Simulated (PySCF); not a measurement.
# C2H7NSi

The system: C2H7NSi, a carbene (divalent C1, bonded to 1 C + 1 N); neutral, triplet. The structure, one conformer, was relaxed in the gas phase by PBE0-D3(BJ)/def2-SVP. No frequency run checks that it is a minimum.

This triplet is an excited state: in a carbene with lone-pair donors on the centre (N) the singlet is known to lie well below it (the gap isn't computed here), so the molecule in its ground state shows no EPR spectrum.

SMILES: N[C]C[SiH3]

```xyz
11

C     0.942    0.760   -0.462
C    -0.317    0.899    0.299
Si   -1.451   -0.613    0.074
N     1.932   -0.165   -0.257
H    -0.871    1.792   -0.033
H    -0.125    1.023    1.385
H    -1.839   -0.745   -1.364
H    -0.733   -1.857    0.487
H    -2.696   -0.486    0.897
H     2.833    0.207    0.039
H     2.063   -0.858   -0.992
```
Atom numbers follow the order of the file, from 1.

EPR values by unrestricted B3LYP, IGLO-III on C N Si, pcH-1 on H.

(1) Predict g and the largest hyperfine couplings. Where does the spin sit?

(2) How do the isotropic couplings move with BHandHLYP?

Answers

(1) g = 2.0020, 2.0025, 2.0027. The zero-field splitting dominates the spectrum: D = 0.53 cm⁻¹, |E| = 0.053 cm⁻¹ (spin-spin and spin-orbit parts, DFT, rough). The spin sits on C1 (86 %, bonded to 1 C + 1 N) by Mulliken populations.
| atom | isotope | isotropic (MHz) | dipolar, principal values (MHz) |
| --- | --- | --- | --- |
| C1 | 13C | 238.6 | -68.9, 13.9, 55.0 |
| H6 | 1H | 67.8 | -5.1, -3.2, 8.4 |
| Si3 | 29Si | -65.8 | -10.0, 4.7, 5.3 |
| H11 | 1H | 54.8 | -9.1, -5.2, 14.2 |
| H10 | 1H | 51.9 | -9.1, -5.1, 14.2 |
| C2 | 13C | 35.8 | -5.5, -3.8, 9.4 |

(2) C1 238.6 to 270.6 MHz, H6 67.8 to 68.3 MHz, Si3 -65.8 to -62.2 MHz, H11 54.8 to 53.3 MHz.
